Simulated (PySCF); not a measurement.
C₂H₈GeO, SMILES [CH3][GeH]([CH3])[OH]. Heavy atoms are numbered as in [GeH:1]([CH3:2])([CH3:3])[OH:4]. Hydrogens are named by the atom that carries them.

Coordinates come from a B3LYP-D3(BJ)/def2-SVP optimisation. The values are those of a single conformer.

The numbers are results of B3LYP/def2-TZVP run with PySCF, not measurements.

ESP charges are fitted to the potential on shells at 1.4 to 2.0 van der Waals radii. Atomic charges (e), one atom of each kind:

```tsv
atom	meta-Löwdin	ESP fit
Ge1 (GeH)	0.90	0.99
C2 (CH3)	…	-0.82
O4 (OH)	-0.75	-0.77
H on Ge1	…	-0.15
H on C2	…	0.19
H on O4	0.33	0.41
```

Problem. Fill in the missing entries. (An estimate is asked for; the answer gives what the named calculation found.)

Solution. 
- C2 (CH3), meta-Löwdin: -0.56
- H on Ge1, meta-Löwdin: -0.09
- H on C2, meta-Löwdin: 0.12
